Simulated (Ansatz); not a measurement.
The same molecule with X = B, Al, Ga. Ansatz, PBE0-D4/def2-TZVP geometries, multiplicity 1. Each molecule was computed in one conformer, which needn't be the lowest.

Scalar relativity is left out up to krypton.

```tsv
X	molecule	mean X–H bond length / Å	mean X–N bond length / Å	mean X–S bond length / Å	HOMO energy (B3LYP/def2-TZVPP) / eV	HOMO energy (PBE0/def2-TZVPP) / eV	size of the dipole moment (PBE/def2-TZVPP) / D
B	`CNBS`	1.195	1.389	1.820	-6.66	-6.90	1.80
Al	`C[NH][AlH][SH]`	1.576	1.766	2.189	-6.69	-6.92	2.33
```

Q: Give the row for X = Ga, `C[NH][GaH][SH]`. (An estimate is asked.)

A: The calculation gave: 
```json
{"X": "Ga", "molecule": "`C[NH][GaH][SH]`", "mean X–H bond length / Å": "1.554", "mean X–N bond length / Å": "1.811", "mean X–S bond length / Å": "2.206", "HOMO energy (B3LYP/def2-TZVPP) / eV": "-6.51", "HOMO energy (PBE0/def2-TZVPP) / eV": "-6.73", "size of the dipole moment (PBE/def2-TZVPP) / D": "2.18"}
```

From B to Ga the mean X–H bond length isn't monotonic: highest at Al, lowest at B; the mean X–N bond length rises at each step, by 0.422 Å in all; the mean X–S bond length rises at each step, by 0.386 Å in all; the HOMO energy (B3LYP/def2-TZVPP) isn't monotonic: highest at Ga, lowest at Al; the HOMO energy (PBE0/def2-TZVPP) isn't monotonic: highest at Ga, lowest at Al. Dipoles are sizes alone, and their direction can turn along the series.

B3LYP here is the variant with VWN-RPA as its local correlation; programs differ in this.
